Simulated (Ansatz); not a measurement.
Start from `C=C(F)[NH][SnH3]` and change one atom or group to get `C=C(F)S`.

Ansatz, PBE0-D4/def2-TZVP geometries, multiplicity 1. Each molecule was computed in one conformer, which needn't be the lowest.

Elements past krypton have def2 core potentials.

| property | `C=C(F)[NH][SnH3]` |
| --- | --- |
| LUMO energy (PBE0/def2-TZVPP) / eV | -0.31 |
| HOMO–LUMO gap (PBE/def2-TZVPP) / eV | 3.70 |
| size of the dipole moment (PBE/def2-TZVPP) / D | 2.37 |
| HOMO–LUMO gap (PBE0/def2-TZVPP) / eV | 5.61 |
| size of the dipole moment (B3LYP/def2-TZVPP) / D | 2.41 |
| HOMO energy (B3LYP/def2-TZVPP) / eV | -5.72 |

(1) Give the same properties after the change, and the shifts. (Best estimate.)

Results:

(1) The calculation gave: 
```
                                        property  `C=C(F)S`  shift
              LUMO energy (PBE0/def2-TZVPP) / eV      -0.05   0.26
             HOMO–LUMO gap (PBE/def2-TZVPP) / eV       4.65   0.95
  size of the dipole moment (PBE/def2-TZVPP) / D       1.71  -0.66
            HOMO–LUMO gap (PBE0/def2-TZVPP) / eV       6.81   1.20
size of the dipole moment (B3LYP/def2-TZVPP) / D       1.84  -0.57
             HOMO energy (B3LYP/def2-TZVPP) / eV      -6.64  -0.92
```

With PBE0 the HOMO falls by 0.93 eV and the LUMO rises by 0.26 eV, so the gap widens by about 1.19 eV. PBE moves the HOMO by -0.93 eV and ωB97M-V by -0.89 eV. Dipoles are sizes alone; their direction can turn.

B3LYP here is the variant with VWN-RPA as its local correlation; programs differ in this.
